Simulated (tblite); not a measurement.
Compound: C5H6ClFO2.
SMILES with atom numbers: `[O:1]=[C:2]1[CH2:3][C@@H:4]([Cl:5])[CH2:6][C@H:7]([F:8])[O:9]1` (hydrogens: H10, H11 on C3; H12 on C4; H13, H14 on C6; H15 on C7)

Computed with GFN2-xTB (tblite), gas phase: Langevin dynamics at 300 K from the optimised GFN2-xTB geometry, time step 0.5 fs, friction 0.01 fs⁻¹, 2000 steps.

Start geometry:
```
atom  x, y, z in Å
O1     -1.342    2.518   -0.425
C2     -0.717    1.513   -0.277
C3     -1.375    0.152   -0.131
C4     -0.474   -0.922    0.452
Cl5    -1.215   -2.538    0.209
C6      0.884   -0.861   -0.232
C7      1.458    0.523    0.046
F8      1.690    0.631    1.401
O9      0.640    1.576   -0.333
H10    -2.285    0.281    0.458
H11    -1.684   -0.138   -1.142
H12    -0.358   -0.799    1.533
H13     1.563   -1.613    0.168
H14     0.781   -1.004   -1.308
H15     2.429    0.689   -0.440
```

The statistics below take the 31 frames saved every 25 fs from 250 to 1000 fs; their kinetic temperature (all 3N coordinates) averages 306 K.

Q: How do the bond lengths spread?

A: 
| bond | start (Å) | mean (Å) | standard deviation (Å) | shortest (Å) | longest (Å) |
| --- | --- | --- | --- | --- | --- |
| O1=C2 | 1.192 | 1.194 | 0.014 | 1.160 | 1.223 |
| C2–C3 | 1.519 | 1.518 | 0.027 | 1.459 | 1.588 |
| C3–C4 | 1.519 | 1.529 | 0.028 | 1.474 | 1.585 |
| C4–Cl5 | 1.795 | 1.796 | 0.044 | 1.732 | 1.933 |
| C4–C6 | 1.521 | 1.517 | 0.031 | 1.474 | 1.581 |
| C6–C7 | 1.524 | 1.525 | 0.031 | 1.449 | 1.589 |
| C7–F8 | 1.378 | 1.388 | 0.031 | 1.338 | 1.465 |
| C7–O9 | 1.386 | 1.393 | 0.034 | 1.325 | 1.462 |
| C2–O9 | 1.360 | 1.370 | 0.030 | 1.323 | 1.438 |
| C3–H10 | 1.091 | 1.096 | 0.031 | 1.043 | 1.146 |
| C3–H11 | 1.096 | 1.099 | 0.029 | 1.024 | 1.171 |
| C4–H12 | 1.093 | 1.100 | 0.038 | 1.050 | 1.206 |
| C6–H13 | 1.090 | 1.090 | 0.034 | 1.037 | 1.166 |
| C6–H14 | 1.091 | 1.097 | 0.029 | 1.051 | 1.162 |
| C7–H15 | 1.099 | 1.102 | 0.027 | 1.054 | 1.168 |

Q: How widely does the potential energy scatter, against a harmonic estimate?

A: Mean 0.52 eV above the start, standard deviation 0.078 eV, range 0.36 to 0.69 eV. For 39 classical harmonic modes at 300 K the canonical values are 39kT/2 = 0.50 eV and kT·√(39/2) = 0.114 eV.

The run is classical and short, so these are rough statistics of one trajectory.

What follows is the cost of the whole dynamics run. The run took 13 s wall on one thread, x86-64 server, no GPU, on a shared host.
